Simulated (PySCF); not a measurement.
One of the candidates below gave these computed data.

All candidates are C4H12OSi.

* Triplet: lowest triplet excitation (Tamm–Dancoff): 6.87 eV [TDA B3LYP/def2-SVPD]
* UV, strongest line: among the 10 lowest singlet transitions: S6 at 8.01 eV (155 nm, f = 0.097) [TDDFT B3LYP/def2-SVPD]
* XPS: Si2p3/2 106.6, C1s 290.0 (×2), C1s 290.6, C1s 292.1, O1s 537.5, Si1s 1846.5 eV [ΔSCF SCAN, pcX-2 on the ionised atom, pcseg-1 elsewhere, spin-free X2C, 2p3/2 from a spin–orbit splitting computed afterwards within the 2p shell]
* 1H NMR: chemical shifts (computed TMS as zero) by class: 4.80 (1 H), 3.65 (2 H), 1.27 (3 H), 0.15 (6 H) ppm [GIAO B3LYP/pcSseg-1]
* Dipole: 0.78 D [B3LYP/def2-SVPD]
* Rotational structure: rotational constants A, B, C: 4.782, 1.506, 1.246 GHz [PBE0-D3(BJ)/def2-SVP]
* 13C NMR: chemical shifts (computed TMS as zero) by class: 63.0 (1 C), 21.1 (1 C), -1.6 (2 C) ppm [GIAO B3LYP/pcSseg-1]
* Polarisability: 81.9 au [B3LYP/def2-SVPD]

Gas-phase values; electronic properties from PySCF, density fitting. Levels stand in brackets. The structure is a single PBE0-D3(BJ)/def2-SVP conformer in the gas phase; no vibrational or solvent corrections. NMR values are class means; diastereotopic atoms form classes of their own.

Question: Which candidate is it?
A. `[H][Si]([H])(C)OC(C)C`
B. `CO[SiH2]C(C)C`
C. `CO[Si](C)(C)C`
D. `[H][Si](C)(C)OCC`

Answer: D. It is `[H][Si](C)(C)OCC`. 4 carbons fall into 3 classes; from least to most shielded: carbon bonded to C, O and 2 H (63.0 ppm), carbon bonded to C and 3 H (21.1 ppm), carbon bonded to Si and 3 H (-1.6 ppm, 2 C). Hydrogen classes from least to most shielded: 1 H on a silicon bonded to 2 C, O and H (4.80 ppm), 2 H on a carbon bonded to C, O and 2 H (3.65 ppm), 3 H on a carbon bonded to C and 3 H (1.27 ppm), 6 H on 2 like atoms (carbon bonded to Si and 3 H) (0.15 ppm, a mean of values up to 0.7 ppm apart in this geometry). The core levels belong to: Si2p3/2 106.6 eV, silicon bonded to 2 C, O and H; C1s 290.0 eV, carbon bonded to Si and 3 H; C1s 290.6 eV, carbon bonded to C and 3 H; C1s 292.1 eV, carbon bonded to C, O and 2 H; O1s 537.5 eV, oxygen bonded to C and Si; Si1s 1846.5 eV, silicon bonded to 2 C, O and H. One atom of each topological class was ionised and stands for its class. The optimised geometry has point group C1 and is an asymmetric top.

The others, at the same levels:
- `CO[Si](C)(C)C` fails: it has 2 carbon classes against 3; its computed 13C shifts are 51.8 (1 C), -1.8 (3 C) ppm, core binding energies are Si2p3/2 106.4, C1s 289.9 (×3), C1s 292.1, O1s 537.5, Si1s 1846.3 eV and 1H shifts are 3.54 (3 H), 0.04 (9 H) ppm.
- `CO[SiH2]C(C)C` fails: its computed core binding energies are Si2p3/2 106.8, C1s 290.1, C1s 290.4 (×2), C1s 292.3, O1s 537.8, Si1s 1846.6 eV, rotational constant A is 4.569 GHz (against 4.782 GHz) and smallest rotational constant is 1.524 GHz (against 1.246 GHz).
- `[H][Si]([H])(C)OC(C)C` fails: its computed core binding energies are Si2p3/2 106.9, C1s 290.2, C1s 290.5 (×2), C1s 292.1, O1s 537.5, Si1s 1846.8 eV and rotational constant A is 5.717 GHz (against 4.782 GHz).

Each candidate is one conformer, not necessarily the lowest. Dipoles, sizes and rotational constants follow the conformer. The torsions of the flexible species, by atom-mapped SMILES:
- `[CH3:1][O:2][SiH2:3][CH:4]([CH3:5])[CH3:6]`: C1–O2–Si3–C4 180°, O2–Si3–C4–C5 62°
